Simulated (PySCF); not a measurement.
A structure optimised at ωB97X-D3(BJ)/def2-TZVP, used in a PySCF frequency run:

```
Si
O 1 1.5149
H 1 1.4815 2 124.14
H 1 1.4815 3 111.73 2 180.00
```

### Question
Write its SMILES, formula and point group.

### Answer
O=[SiH2], H₂OSi, C2v

### Question
What are its rotational constants (standard atomic weights)?

### Answer
166.71, 18.669, 16.789 GHz
